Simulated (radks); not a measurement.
Results of a calculation; reference values are marked as such.
How relativity changes the ionisation of the mercury ion Hg2+ ([Xe] 4f14 5d10) to Hg3+ ([Xe] 4f14 5d9). Spin-unpolarised spherical Kohn-Sham, PBE, point nucleus unless stated (finite: rms radius 5.4648 fm), a radial shooting solver on a logarithmic mesh with Libxc functionals. A level marked "c x" has the speed of light scaled by that factor and shares open shells by 2j + 1; other Dirac levels either fill j = l - 1/2 first or share by 2j + 1.

level                               E(Hg2+) (hartree)  E(Hg3+) (hartree)  IE (eV)   HOMO  <r> HOMO (bohr)
non-rel.                                  -18411.8371        -18410.4969   36.469     5d            1.421
scalar-rel.                               -19621.6218        -19620.3162   35.526     5d            1.442
scalar-rel., finite nucleus               -19616.8850        -19615.5794   35.527     5d            1.442
Dirac, 2j+1 shares                        -19661.0633        -19659.7576   35.530  5d5/2            1.465
Dirac, low j first                        -19661.0633        -19659.7880   34.703  5d5/2            1.465
Dirac, 2j+1 shares, finite nucleus        -19656.2698        -19654.9640   35.531  5d5/2            1.465
Dirac, c x 1.25                           -19155.3132        -19153.9957   35.850  5d5/2            1.448
Dirac, c x 1.5                            -18909.9216        -18908.5974   36.032  5d5/2            1.439
Dirac, c x 5                              -18453.7190        -18452.3803   36.429  5d5/2            1.422

NIST Atomic Spectra Database: 34.49 eV (measured). The relativistic part of the total energy of Hg2+ is -1244 hartree (Dirac, 2j+1 shares, finite nucleus), 6.8 % of the non-relativistic value. Spin polarisation and multiplet splitting of open shells are left out at every level.

Beside tabulated values, note that relativity, absent from the non-relativistic runs, is large for the heavy elements, and spin-unpolarised runs miss the spin-polarisation part of the exchange energy of open shells.
